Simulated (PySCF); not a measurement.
Computed vibrations of [Pm(SH)2]+

[Pm(SH)2]+ (singlet in the valence; each metal's 4f electrons, 4 of them, lie in its core potential, out of spins and levels). PySCF 2.14.0, RKS PBE0, Pm lcecp-1-SVP with ECP50, S def2-SVP, H def2-SVP; non-relativistic Hamiltonian with scalar-relativistic core potentials where named; density fitting; no spin-orbit coupling. Central differences of gradients.

```xyz
5

Pm    0.0000    0.0000   -0.5105
S     1.9165   -0.0902    1.1499
H     2.9011   -0.2252    0.2226
S    -1.9165    0.0902    1.1499
H    -2.9011    0.2252    0.2226
```

Run from Python with OMP_NUM_THREADS=2. Where DIIS fails, smearing, a level shift and second-order steps follow.
It took 32 s on 2 threads of Arm Neoverse V1, on a shared host.

Task: What are the harmonic wavenumbers and infrared intensities?

Result: Modes are labelled in C2; negative numbers are unstable modes, those under 60 cm⁻¹ near the noise; a finer grid moves soft modes by up to 10 cm⁻¹.
```csv
cm⁻¹,km/mol,symmetry
60,0.7,a
132,0.2,a
206,62.0,b
311,5.9,a
340,11.5,b
380,105.4,b
384,10.5,a
2660,0.0,a
2660,30.5,b
```

Task: Is this a minimum?

Result: Yes. Ideal gas at 298.15 K and 1 bar: S = 358.2 J/(mol K), Cp = 83.4 J/(mol K), H − H(0 K) = 19.0 kJ/mol (rigid rotor, harmonic modes, spin degeneracy alone, that of the 4f electrons in the core included).

An lcecp potential fixes the number of 4f electrons, so in runs with it no electron can move into or out of that shell.
